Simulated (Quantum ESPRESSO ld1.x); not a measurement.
The numbers below are computed, except where a source is named.
As7+, configuration [Ar] 3d8. Code: ld1.x of Quantum ESPRESSO 7.5. Model: scalar-relativistic Kohn-Sham, LDA (Slater exchange, Perdew-Zunger correlation), spin-unpolarised, spherical densities, point nucleus. Some entries of the table are withheld. Estimate them.

orbital  occ.  eigenvalue (eV)  <r> (bohr)  r(max) (bohr)
1s          2         -11836.3     0.04556        0.02978
2s          2         -1622.02      0.2030         0.1703
2p          6         -1440.73      0.1773         0.1363
3s          2         -318.451      0.5868            (1)
3p          6              (2)      0.5980         0.5143
3d          8         -167.982      0.6103         0.4590

Answer. 
(1) 3s r(max) (bohr): 0.5176
(2) 3p eigenvalue (eV): -261.761
